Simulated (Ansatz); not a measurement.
C2H7ClGe, SMILES `[CH3][GeH]([CH3])[Cl]`, relaxed with RKS PBE0-D4/def2-TZVP in the Gaussian-basis code of Ansatz from a PBE-D4/def2-SVP geometry. The force threshold is 0.005 eV/Å; the program also tests the step.

Charge 0, multiplicity 1.

Start:

```xyz
11

C     0.261   -1.010   -1.308
Ge    0.267   -0.372    0.543
C    -0.717    1.307    0.760
Cl    2.361    0.036    1.074
H     0.673   -0.228   -1.975
H    -0.776   -1.243   -1.624
H     0.879   -1.923   -1.403
H    -0.222   -1.463    1.535
H    -0.304    2.075    0.078
H    -1.788    1.150    0.519
H    -0.633    1.672    1.801
```

| step | energy (eV) | largest force (eV/Å) | largest move (Å) |
| --- | --- | --- | --- |
| 1 | -71218.2986 | 0.528 | 0.000 |
| 2 | -71218.3355 | 0.146 | 0.040 |
| 3 | -71218.3382 | 0.041 | 0.014 |
| 4 | -71218.3385 | 0.004 | 0.004 |

End:

```xyz
11

C     0.261   -1.007   -1.302
Ge    0.256   -0.366    0.531
C    -0.714    1.302    0.758
Cl    2.325    0.038    1.057
H     0.669   -0.240   -1.961
H    -0.757   -1.243   -1.620
H     0.874   -1.905   -1.385
H    -0.215   -1.447    1.520
H    -0.304    2.061    0.091
H    -1.770    1.156    0.524
H    -0.625    1.651    1.787
```

It took 14 s on 4 threads of a server CPU on a shared host, with 0.53 GiB of host memory at the peak.
